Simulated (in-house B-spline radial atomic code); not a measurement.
Checks on a self-consistent run for In2+, [Kr] 4d9 5s1 8f1. Computed with an all-electron radial atomic-structure program (B-spline basis): Dirac-Hartree-Fock, average of configuration, Fermi nucleus of rms radius 4.6156 fm.

```tsv
orbital	q	ε (Eh)	<1/r>	<r²>	small-component weight
1s1/2	2	-1034.06347	51.8586	0.00119409	0.032341
2s1/2	2	-159.23149	12.0235	0.0193601	0.0068471
2p1/2	2	-148.12660	11.9668	0.0144855	0.0068279
2p3/2	4	-140.34133	11.1846	0.015787	0.0065332
3s1/2	2	-32.69316	4.25063	0.137318	0.0019764
3p1/2	2	-28.16705	4.14828	0.132843	0.0019114
3p3/2	4	-26.71776	3.96068	0.141185	0.0018349
3d3/2	4	-18.80125	3.78837	0.122714	0.0017042
3d5/2	6	-18.50850	3.73939	0.125232	0.0016809
4s1/2	2	-6.55113	1.62514	0.813403	0.00049841
4p1/2	2	-4.98028	1.51066	0.922698	0.00044313
4p3/2	4	-4.72108	1.45547	0.978072	0.00042289
4d3/2	3.6	-2.24862	1.19104	1.43932	0.00029941
4d5/2	5.4	-2.21217	1.17519	1.47362	0.00029308
5s1/2	1	-1.36480	0.574763	5.55994	8.2586e-05
8f5/2	0.42857	-0.07265	0.052516	939.744	2.5052e-06
8f7/2	0.57143	-0.07267	0.0525683	938.951	2.5112e-06
```

Electron-electron repulsion V_ee = 2155.6309 hartree.

Q: What total energy follows from the eigenvalues?

A: The eigenvalues count the repulsion twice, so E = Σqε - V_ee = -3722.481 - 2155.631 = -5878.112 hartree; the run printed -5878.112.

Q: Does the Dirac virial theorem hold?

A: For a point nucleus E = -2c²Σq·w, with w the small-component weight. Here Σq·w = 0.1565 and c = 137.0360, so the ratio E/(-2c²Σq·w) is 1.000045; the finite nucleus accounts for the departure from 1.

Q: What diamagnetic shielding (Lamb formula) and susceptibility (Langevin formula) do the radii give?

A: σ = (α²/3)Σq<1/r> = 290.021/(3·137.036²) = 5148 ppm, and χ = -0.79199×10⁻⁶·Σq<r²> = -766.5×10⁻⁶ cm³/mol with Σq<r²> = 967.85 bohr². Both are non-relativistic formulas without the paramagnetism of open shells.
